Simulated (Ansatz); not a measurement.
`[SiH3]I` + `[SH][GeH3]` → `[SiH3][S][GeH3]` + HI at 600 K and 1 bar (ligand exchange at the Si–I bond).

Isolated molecules relaxed with PBE0-D4/def2-TZVP in Ansatz; ΔE leaves out vibrations. CBS: MP2 limit from def2 TZ/QZ plus the TZ coupled-cluster correction, frozen cores. Elements past krypton have def2 core potentials. For Ge, I outer-core shells are correlated without core-valence functions, which leaves a few kJ/mol of doubt a bond. Scalar relativity is left out up to krypton.

| species | CCSD(T)/CBS energy (Eh) | H − E (kJ/mol) | S (J/(mol·K)) |
| --- | --- | --- | --- |
| `[SiH3]I` | -588.34840 | 98.3 | 316.4 |
| `[SH][GeH3]` | -2476.30083 | 123.6 | 342.5 |
| `[SiH3][S][GeH3]` | -2766.60510 | 189.6 | 437.2 |
| HI | -298.03592 | 31.6 | 227.0 |

H − E and S are ideal-gas, rigid-rotor, harmonic terms from PBE0-D4/def2-TZVP. 1 Eh = 2625.50 kJ/mol, R = 8.31446 J/(mol·K).

Problem. By hand: ΔE, ΔH, ΔS and ΔG.

Solution. ΔE = (-2766.60510) + (-298.03592) − (-588.34840) − (-2476.30083) = 0.00821 Eh = 21.6 kJ/mol. Δ(H − E) = 189.6 + 31.6 − 98.3 − 123.6 = -0.7, so ΔH = 20.9 kJ/mol. ΔS = 437.2 + 227.0 − 316.4 − 342.5 = 5.3 J/(mol·K). ΔG = 20.9 − 600 × (5.3)/1000 = 17.7 kJ/mol.

Problem. By hand: the equilibrium constant, and the temperature at which ΔG would vanish if ΔH and ΔS stayed fixed.

Solution. log₁₀ K = −ΔG/(RT ln 10) = -1.5. ΔG = 0 at ΔH/ΔS = 3943 K, far beyond where these terms or the molecules hold.

The number of gas molecules stays the same, so ΔS is small and ΔH decides. A doubt of 5 kJ/mol in ΔE shifts log₁₀ K by 0.4 here. Modes under 60 cm⁻¹, often nearly free rotors, make the harmonic entropy too high. These are equilibria of isolated gas molecules and say nothing of rates. Largest T1 diagnostic: 0.011 (customary marks: 0.02 for closed shells, 0.045 for open ones).
